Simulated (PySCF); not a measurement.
PySCF job for Se(NH2)(OSiH3) (H5NOSeSi), SMILES N[Se]O[SiH3], TDA-PBE/def2-SVPD. Coordinates come from a B3LYP-D3(BJ)/def2-SVP optimisation. The structure was generated by enumeration, and PubChem lists no compound with its InChIKey, so it may never have been made. The values are those of a single conformer.

```python
import numpy as np
from pyscf import gto, scf, dft, tdscf

mol = gto.M(
    atom='''
    Se   -0.72625619    0.03450704    0.64788085
    N    -0.83030955    1.78436708    0.23570901
    H    -0.24591985    2.40696995    0.79038887
    H    -0.81341463    2.01789920   -0.75490455
    O     1.00562129   -0.44411866    0.19144138
    Si    1.36124278   -0.83560460   -1.40076264
    H     0.63083663   -2.05703096   -1.84958393
    H     2.82926095   -1.07071825   -1.46653760
    H     1.00174485    0.29048504   -2.31812857
    ''',
    basis='def2-SVPD',
    charge=0,
    spin=0,
    max_memory=1600,
    verbose=4,
)
mf = dft.RKS(mol, xc='pbe').density_fit(auxbasis='def2-universal-jkfit')
mf.grids.level = 3
mf.conv_tol = 1e-9
mf.max_cycle = 100
mf.kernel()
mf.grids = dft.Grids(mol).set(level=1).build(with_non0tab=True)  # coarser grid for the response kernel
td = tdscf.TDA(mf)
td.singlet = True
td.nstates = 10
td.conv_tol = 1e-4
td.positive_eig_threshold = 1e-6
td.kernel(x0=td.get_init_guess(mf, 15))
td.analyze()
tt = tdscf.TDA(mf)
tt.singlet = False
tt.nstates = 4
tt.conv_tol = 1e-4
tt.positive_eig_threshold = 1e-6
tt.kernel(x0=tt.get_init_guess(mf, 9))
tt.analyze(verbose=3)
```

Program output:

```
PySCF version 2.14.0

[INPUT] verbose = 4
[INPUT] num. atoms = 9
[INPUT] num. electrons = 68
[INPUT] charge = 0
[INPUT] spin (= nelec alpha-beta = 2S) = 0
[INPUT] symmetry False subgroup None
[INPUT] Mole.unit = angstrom
[INPUT] Symbol           X                Y                Z      unit          X                Y                Z       unit  Magmom
[INPUT]  1 Se    -0.726256190000   0.034507040000   0.647880850000 AA   -1.372425295370   0.065208854969   1.224317367850 Bohr   0.0
[INPUT]  2 N     -0.830309550000   1.784367080000   0.235709010000 AA   -1.569057648111   3.371965086890   0.445425473992 Bohr   0.0
[INPUT]  3 H     -0.245919850000   2.406969950000   0.790388870000 AA   -0.464721165094   4.548513995558   1.493618496204 Bohr   0.0
[INPUT]  4 H     -0.813414630000   2.017899200000  -0.754904550000 AA   -1.537130876414   3.813276834979  -1.426562849688 Bohr   0.0
[INPUT]  5 O      1.005621290000  -0.444118660000   0.191441380000 AA    1.900348823132  -0.839262634209   0.361771777109 Bohr   0.0
[INPUT]  6 Si     1.361242780000  -0.835604600000  -1.400762640000 AA    2.572376043242  -1.579063842427  -2.647057755123 Bohr   0.0
[INPUT]  7 H      0.630836630000  -2.057030960000  -1.849583930000 AA    1.192108460044  -3.887225144151  -3.495207072097 Bohr   0.0
[INPUT]  8 H      2.829260950000  -1.070718250000  -1.466537600000 AA    5.346528330427  -2.023364249074  -2.771354415377 Bohr   0.0
[INPUT]  9 H      1.001744850000   0.290485040000  -2.318128570000 AA    1.893023413194   0.548937168883  -4.380628118830 Bohr   0.0

nuclear repulsion = 356.587743663309
number of shells = 62
number of NR pGTOs = 238
number of NR cGTOs = 148
basis = def2-SVPD
ecp = {}


******** <class 'pyscf.df.df_jk.DFRKS'> ********
method = DFRKS
initial guess = minao
damping factor = 0
level_shift factor = 0
DIIS = <class 'pyscf.scf.diis.CDIIS'>
diis_start_cycle = 1
diis_space = 8
diis_damp = 0
SCF conv_tol = 1e-09
SCF conv_tol_grad = None
SCF max_cycles = 100
direct_scf = False
XC library pyscf.dft.libxc version 7.1.2
    S. Lehtola, C. Steigemann, M. J. T. Oliveira, and M. A. L. Marques,  SoftwareX 7, 1–5 (2018)
XC functionals = pbe
    J. P. Perdew, K. Burke, and M. Ernzerhof,  Phys. Rev. Lett. 77, 3865 (1996)
    J. P. Perdew, K. Burke, and M. Ernzerhof,  Phys. Rev. Lett. 78, 1396 (1997)
    J. P. Perdew, K. Burke, and M. Ernzerhof,  Phys. Rev. Lett. 77, 3865 (1996)
    J. P. Perdew, K. Burke, and M. Ernzerhof,  Phys. Rev. Lett. 78, 1396 (1997)
radial grids:
    Treutler-Ahlrichs [JCP 102, 346 (1995); DOI:10.1063/1.469408] (M4) radial grids

becke partition: Becke, JCP 88, 2547 (1988); DOI:10.1063/1.454033
pruning grids: <function nwchem_prune>
grids dens level: 3
symmetrized grids: False
atomic radii adjust function: <function treutler_atomic_radii_adjust>
small_rho_cutoff = 0
Set gradient conv threshold to 3.16228e-05
Initial guess from minao.
tot grids = 116632
init E= -2822.17358099318
  HOMO = -0.238566073755563  LUMO = -0.115517188327988  gap/eV = 3.34833
cycle= 1 E= -2822.76069463031  delta_E= -0.587  |g|= 0.859  |ddm|=  3.5
  HOMO = -0.0956789257990889  LUMO = -0.0261463293709583  gap/eV = 1.89208
cycle= 2 E= -2821.24422871676  delta_E= 1.52  |g|= 2.63  |ddm|= 3.62
  HOMO = -0.195329993341811  LUMO = -0.0726170748354811  gap/eV = 3.33919
cycle= 3 E= -2822.84867000642  delta_E= -1.6  |g|= 0.47  |ddm|= 3.17
  HOMO = -0.193337875753473  LUMO = -0.0708007631968131  gap/eV = 3.33440
cycle= 4 E= -2822.88438853777  delta_E= -0.0357  |g|= 0.283  |ddm|= 0.881
  HOMO = -0.200787399300855  LUMO = -0.074174359125295  gap/eV = 3.44532
cycle= 5 E= -2822.90215630164  delta_E= -0.0178  |g|= 0.0624  |ddm|= 0.331
  HOMO = -0.197855355567918  LUMO = -0.0727000350942091  gap/eV = 3.40565
cycle= 6 E= -2822.90333859954  delta_E= -0.00118  |g|= 0.0115  |ddm|= 0.089
  HOMO = -0.198528136814561  LUMO = -0.0732348883780229  gap/eV = 3.40940
cycle= 7 E= -2822.90337158822  delta_E= -3.3e-05  |g|= 0.00399  |ddm|= 0.0195
  HOMO = -0.198245035934184  LUMO = -0.0730734731773488  gap/eV = 3.40609
cycle= 8 E= -2822.90337512584  delta_E= -3.54e-06  |g|= 0.000783  |ddm|= 0.00597
  HOMO = -0.198345086957307  LUMO = -0.0731562254632396  gap/eV = 3.40656
cycle= 9 E= -2822.9033752702  delta_E= -1.44e-07  |g|= 0.000177  |ddm|= 0.00124
  HOMO = -0.198332088731782  LUMO = -0.0731458522785453  gap/eV = 3.40649
cycle= 10 E= -2822.90337527824  delta_E= -8.04e-09  |g|= 5.63e-05  |ddm|= 0.000345
  HOMO = -0.19833711732602  LUMO = -0.0731495444297434  gap/eV = 3.40653
cycle= 11 E= -2822.90337527926  delta_E= -1.02e-09  |g|= 1.53e-05  |ddm|= 0.00011
  HOMO = -0.198335554230337  LUMO = -0.073148340673892  gap/eV = 3.40652
cycle= 12 E= -2822.90337527933  delta_E= -7.41e-11  |g|= 2.81e-06  |ddm|= 2.76e-05
  HOMO = -0.198335451372151  LUMO = -0.0731483672455528  gap/eV = 3.40651
Extra cycle  E= -2822.90337527932  delta_E= 8.19e-12  |g|= 5.83e-06  |ddm|= 1.14e-05
converged SCF energy = -2822.90337527932
tot grids = 36408
Overwritten attributes  positive_eig_threshold  of <class 'pyscf.tdscf.rks.TDA'>


******** <class 'pyscf.tdscf.rks.TDA'> for <class 'pyscf.df.df_jk.DFRKS'> ********
nstates = 10 singlet
deg_eia_thresh = 1.000e-03
wfnsym = None
conv_tol = 0.0001
eigh lindep = 1e-12
eigh level_shift = 0
eigh max_cycle = 100


Excitation energies (eV)
[3.78690435 4.43623294 5.17540881 5.35072556 5.61145037 5.80411199
 5.96051031 6.04280613 6.1422829  6.2369626 ]

** Singlet excitation energies and oscillator strengths **
Excited State   1:      3.78690 eV    327.40 nm  f=0.0003
      34 -> 35        0.69705
Excited State   2:      4.43623 eV    279.48 nm  f=0.0029
      34 -> 36        0.68657
      34 -> 37        0.12273
Excited State   3:      5.17541 eV    239.56 nm  f=0.0153
      34 -> 36       -0.10814
      34 -> 37        0.69027
Excited State   4:      5.35073 eV    231.71 nm  f=0.0128
      32 -> 35       -0.30508
      33 -> 35       -0.61752
Excited State   5:      5.61145 eV    220.95 nm  f=0.0098
      34 -> 38        0.70240
Excited State   6:      5.80411 eV    213.61 nm  f=0.0125
      32 -> 35        0.47484
      32 -> 36        0.11139
      33 -> 35       -0.15657
      33 -> 36        0.46385
Excited State   7:      5.96051 eV    208.01 nm  f=0.0144
      31 -> 35        0.12353
      33 -> 36        0.10640
      34 -> 39       -0.59760
      34 -> 40       -0.31979
Excited State   8:      6.04281 eV    205.18 nm  f=0.0412
      31 -> 35        0.11530
      32 -> 35       -0.14899
      33 -> 36        0.23478
      34 -> 39       -0.21716
      34 -> 40        0.57860
Excited State   9:      6.14228 eV    201.85 nm  f=0.0993
      30 -> 35        0.10703
      31 -> 35       -0.18646
      32 -> 35        0.25512
      32 -> 36        0.16657
      33 -> 35       -0.13290
      33 -> 36       -0.40886
      33 -> 37       -0.12444
      34 -> 39       -0.22562
      34 -> 40        0.22821
      34 -> 41        0.17640
Excited State  10:      6.23696 eV    198.79 nm  f=0.0016
      31 -> 35       -0.28531
      32 -> 36       -0.42105
      33 -> 36        0.10152
      34 -> 41        0.46496

** Transition electric dipole moments (AU) **
state          X           Y           Z        Dip. S.      Osc.
  1        -0.0593      0.0132      0.0003      0.0037      0.0003
  2         0.0142      0.0175      0.1625      0.0269      0.0029
  3         0.1105      0.1503      0.2934      0.1209      0.0153
  4        -0.0155     -0.3000      0.0846      0.0974      0.0128
  5        -0.1202      0.1831      0.1539      0.0716      0.0098
  6         0.2292     -0.1852     -0.0304      0.0877      0.0125
  7        -0.2308     -0.1267      0.1710      0.0986      0.0144
  8        -0.2962      0.1141     -0.4210      0.2780      0.0412
  9         0.4361     -0.3920     -0.5622      0.6599      0.0993
 10        -0.0665      0.0543     -0.0540      0.0103      0.0016

** Transition velocity dipole moments (imaginary part, AU) **
state          X           Y           Z        Dip. S.      Osc.
  1        -0.0136     -0.0133     -0.0496      0.0028      0.0135
  2        -0.0230     -0.0120     -0.0451      0.0027      0.0111
  3         0.0328      0.0343      0.0834      0.0092      0.0323
  4        -0.0029     -0.0233      0.0131      0.0007      0.0025
  5        -0.0194      0.0252      0.0158      0.0013      0.0041
  6        -0.0175      0.0154     -0.0095      0.0006      0.0020
  7        -0.0413     -0.0308      0.0487      0.0050      0.0153
  8        -0.0344      0.0082     -0.0410      0.0029      0.0088
  9         0.0591     -0.0485     -0.0958      0.0150      0.0444
 10        -0.0271     -0.0045      0.0018      0.0008      0.0022

** Transition magnetic dipole moments (imaginary part, AU) **
state          X           Y           Z
  1        -0.2620     -0.8975      0.3263
  2         0.7363     -0.3195     -0.2519
  3        -0.0409     -0.2251      0.1667
  4        -0.3108      0.0640     -0.1220
  5         0.1194      0.1604      0.0976
  6         0.1062     -0.3657     -0.0350
  7         0.1103      0.2152     -0.0647
  8        -0.0144      0.9556     -0.0515
  9        -0.2237     -0.4109      0.1802
 10        -0.1741     -0.2745     -0.0863


******** <class 'pyscf.tdscf.rks.TDA'> for <class 'pyscf.df.df_jk.DFRKS'> ********
nstates = 4 triplet
deg_eia_thresh = 1.000e-03
wfnsym = None
conv_tol = 0.0001
eigh lindep = 1e-12
eigh level_shift = 0
eigh max_cycle = 100


Excitation energies (eV)
[3.04112445 3.86525112 4.7073175  4.94055194]

** Triplet excitation energies and oscillator strengths **
Excited State   1:      3.04112 eV    407.69 nm  f=0.0000
Excited State   2:      3.86525 eV    320.77 nm  f=0.0000
Excited State   3:      4.70732 eV    263.39 nm  f=0.0000
Excited State   4:      4.94055 eV    250.95 nm  f=0.0000
```

Self-consistency was reached.
